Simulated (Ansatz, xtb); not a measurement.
System: AsH2 (charge 0, doublet). 
Structure (B3LYP-D3(BJ)/def2-TZVP (Ansatz, a first-principles code) minimum search):
SMILES: [AsH2]
```xyz
3

As    -0.0239    -0.0491    -0.0281
H     -0.0021     1.4525    -0.3209
H      0.7904     0.1673     1.2490
```
Charge 0, spin multiplicity 2.

Harmonic wavenumbers from GFN2-xTB (xtb, at its own minimum), cm⁻¹: 1030, 1924, 1928.

Give the harmonic wavenumbers at B3LYP-D3(BJ)/def2-TZVP (Ansatz, finite differences of forces, unscaled).

1007, 2160, 2170 cm⁻¹. Zero-point energy 7.6 kcal/mol.

From these and the geometry, give the ideal-gas thermochemistry at 298.15 K and 1 atm (rigid rotor, harmonic oscillator).

Point group C2v, rotational symmetry number 2. Rotational constants 222.9, 211.4, 108.5 GHz. S(trans) 38.94, S(rot) 13.43, S(vib) 0.09, S(elec, spin only) 1.38, S 53.8 cal/(mol K). H(298) - H(0) 2.39 kcal/mol; G - E(el) -6.0 kcal/mol.
